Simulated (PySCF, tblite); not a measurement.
Potential energy curve for KCl, singlet.

Levels: GFN2-xTB, 300 K electronic temperature (tblite); UCCSD(T) = CCSD(T) on UHF/def2-SVP, 10 core orbitals frozen run with PySCF.

Energies relative to the lowest point of each curve near equilibrium, in kJ/mol; the last columns give the difference from UCCSD(T):

| R / Å | GFN2-xTB | UCCSD(T) | GFN2-xTB − UCCSD(T) |
|---|---|---|---|
| 2.13 | 74.6 | 191.8 | -117.1 |
| 2.31 | 17.8 | 67.2 | -49.4 |
| 2.39 | 7.5 | 37.2 | -29.7 |
| 2.51 | 0.8 | 11.2 | -10.4 |
| 2.57 | 0.0 | 4.5 | -4.5 |
| 2.68 | 1.3 | 0.0 | 1.3 |
| 2.79 | 4.9 | 2.5 | 2.3 |
| 2.85 | 7.4 | 6.0 | 1.4 |
| 2.98 | 14.0 | 16.8 | -2.8 |
| 3.12 | 22.0 | 31.8 | -9.8 |
| 3.29 | 32.5 | 52.5 | -20.1 |
| 3.65 | 54.7 | 99.5 | -44.9 |
| 4.03 | 79.1 | 147.8 | -68.7 |
| 4.47 | 106.1 | 198.6 | -92.5 |
| 4.83 | — | 235.1 | — |
| 5.33 | — | 277.0 | — |

GFN2-xTB is furthest from UCCSD(T) at 2.13 (-117.1 kJ/mol, below); its mean absolute difference over the points is 32.5 kJ/mol.

Dashes: no converged value, or the column stops at the first point that the program doubted or that broke a chosen test of continuity, which isn't proof of a fault.

The unrestricted determinant behind UCCSD(T) is spin-contaminated at 5.87 to 8.13 Å (<S²> up to 1.0, against 0.00 for a pure singlet).
